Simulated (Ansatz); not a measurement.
`[CH3][Ge]([NH2])([Cl])[Cl]` + `F[Si](F)(F)I` → `[CH3][Ge]([NH2])([F])[Cl]` + `F[Si](F)(Cl)I`  (redistribution)

Computed with Ansatz on PBE0-D4/def2-TZVP structures; ΔE is electronic, products minus reactants. CCSD(T)/CBS adds triple-zeta CCSD(T) − MP2 to the extrapolated MP2 energy (def2 sets, frozen cores). Functionals use def2-TZVPP. def2 core potentials past Kr. For Ge, I outer-core shells are correlated without core-valence functions, which leaves a few kJ/mol of doubt a bond. Scalar relativity is left out up to krypton. Each species was taken in one conformer, which may not be the lowest.

`[CH3][Ge]([NH2])([Cl])[Cl]`:

```xyz
10

C     1.326   -0.557   -0.386
Ge   -0.558   -0.261   -0.057
N    -1.127    1.291    0.688
Cl   -1.586   -0.395   -1.937
Cl   -1.251   -1.808    1.261
H     1.871   -0.510    0.557
H     1.463   -1.540   -0.836
H     1.701    0.209   -1.065
H    -0.844    1.449    1.644
H    -0.996    2.122    0.130
```

`F[Si](F)(F)I`:

Cartesian coordinates in Å:
```
F -0.072 -0.780 -1.424
Si 0.029 0.078 -0.114
F -0.975 1.278 -0.240
F 1.482 0.667 -0.029
I -0.465 -1.243 1.807
```

`[CH3][Ge]([NH2])([F])[Cl]`:

Z-matrix (Å, degrees):
```
C
Ge 1 1.923
H 1 1.089 2 109.3
H 1 1.090 2 109.9 3 -119.6
H 1 1.090 2 109.2 3 120.2
N 2 1.811 1 114.6 3 -176.4
F 2 1.731 1 110.4 3 -59.5
Cl 2 2.159 1 109.6 3 54.5
H 6 1.011 2 115.0 1 -65.0
H 6 1.011 2 113.7 1 168.2
```

`F[Si](F)(Cl)I`:

Z-matrix (Å, degrees):
```
Si
F 1 1.574
Cl 1 2.014 2 108.7
I 1 2.392 2 109.6 3 -123.6
F 1 1.574 2 107.3 3 117.4
```

CCSD(T)/CBS gives +0.55 eV.

(1) Another level gave +0.48 eV. Which?
A. RPA@PBE/def2-TZVPP
B. HF/def2-TZVPP
C. LDA (SPW92)/def2-TZVPP
D. revPBE-D4/def2-TZVPP

Largest T1 diagnostic among the species: 0.010.

Results:

(1) C. LDA (SPW92) 0.48, RPA@PBE/def2-TZVPP 0.55, revPBE-D4 0.42, HF/def2-TZVPP 0.61 eV.

Leaving LDA and LC-ωPBE aside and taking each functional with its dispersion term where it has one, the values, not all of them listed here, spread over 0.14 eV, from revPBE-D4 to BHLYP-D4. LDA lies +0.04 eV from PBE without D4. From BLYP to BHLYP (50 % exact exchange), in def2-TZVPP and without D4, ΔE moves by +0.10 eV. At CCSD(T), def2-SVP lies −0.17 eV from the extrapolated value and def2-TZVPP +0.01 eV.
